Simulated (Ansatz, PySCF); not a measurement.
Molecule: bromo(trifluoro)silane, sum formula SiBrF3, charge 0, multiplicity 1. SMILES: Br[Si](F)(F)F
Coordinates optimised at B3LYP-D3(BJ)/def2-TZVP (Ansatz, a first-principles code):
```xyz
5

Si    -0.8040     0.0066    -0.0465
F     -1.3319     1.4683    -0.2906
F     -1.4396    -0.5327     1.2877
F     -1.2970    -0.9021    -1.2322
Br     1.3678    -0.0113     0.0790
```

Quantity: atomisation energy (electronic, to ground-state atoms), in eV. Valence correlation only, unless marked. Open shells are spin-unrestricted. No spin-orbit coupling. Frozen are the shells of the preceding noble gas and the d and f shells that filled before the atom's block. Non-relativistic. The coupled-cluster limit lacks core correlation, which all-electron functionals hold. CBS marks a two-point X^-3 extrapolation of the correlation energy; Hartree-Fock from the larger set.

| level | program | atomisation energy (eV) |
|---|---|---|
| HF-D3(BJ)/def2-TZVPD | PySCF + dftd3 | [?] |
| PBE-D4/def2-TZVPD | Ansatz + dftd4 | [?] |
| r2SCAN/def2-TZVPD | Ansatz | 22.04 |
| PBE0-D3(BJ)/def2-TZVP | Ansatz + dftd3 | 21.58 |
| CCSD(T)/CBS(def2-TZVPP,def2-QZVPP) | Ansatz | 22.21 |

Question: What belongs in the gaps?

Answer: 
- HF-D3(BJ)/def2-TZVPD, atomisation energy (eV): 17.20
- PBE-D4/def2-TZVPD, atomisation energy (eV): 22.18
